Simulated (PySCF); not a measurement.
Excitation energy of V²⁺ by level of theory

V²⁺ [Ar] 3d3 (4F) → V²⁺ [Ar] 3d2 4p1 (high-spin determinant), as a difference of total energies. Calculation: PySCF 2.14, in ANO-RCC-VTZP; scalar relativity by spin-free X2C-1e. Correlated levels: valence: [Ar] frozen; valence and next inner shell: [Ne] frozen. The calculations carry no spin-orbit coupling.

```
                                method  excitation energy (eV)
                                   UHF                  10.286
                                   LDA                  10.780
                                   PBE                  10.625
                                  PBE0                  10.729
                                r2SCAN                  10.925
                                B2PLYP                  10.619
                                M06-2X                  10.506
                                  BLYP                  10.504
                         MP2 (valence)                  10.542
                     SCS-MP2 (valence)                  10.371
    MP2 (valence and next inner shell)                  10.833
SCS-MP2 (valence and next inner shell)                  10.659
```

**Question.** How much does correlation contribute at MP2 (valence and next inner shell)?

**Answer.** 10.833 − (10.286) = 0.547 eV, measured against UHF.

A first-order spin-orbit estimate (lowest level to lowest level, LS coupling) adds -0.030 eV.

The basis was made for the ground configuration and has no added diffuse functions, so the excitation energy can come out too high.

The determinant of the upper state mixes LS terms, which raises its energy above the lowest term, most at the Hartree-Fock and MP2 levels.
